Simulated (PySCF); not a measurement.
C4, SMILES [C]1[C+]2[C-]1[C]2 (connectivity only; charge and spin as stated), neutral, multiplicity 1.

The structure is a stationary point at B3LYP-D3(BJ)/def2-TZVP.

Two levels are set side by side: TDA-PBE/def2-SVPD (PySCF) and TDA-PBE0/def2-SVPD (PySCF). Vertical, same geometry. The lowest singlet is HOMO−1→LUMO 97 % with PBE and HOMO→LUMO 98 % with the other functional; states are paired by order. Differences are taken from unrounded values.

```
quantity                               TDA-PBE0  TDA-PBE  TDA-PBE minus TDA-PBE0
-------------------------------------  --------  -------  ----------------------
lowest singlet excitation (eV)             1.98     1.55                   -0.43
lowest triplet excitation (TDA) (eV)       0.63     0.42                   -0.21
first bright state (f over 0.05) (eV)      6.77     6.57                   -0.20
its oscillator strength                    0.15     0.14                    0.00
```

A lower first singlet is the usual sign of a functional without exact exchange. Differences between two approximate levels are no errors against the true value.

Rough cost on one machine, each run with all the roots and properties that it gave: TDA-PBE0 against TDA-PBE within a factor of 2.
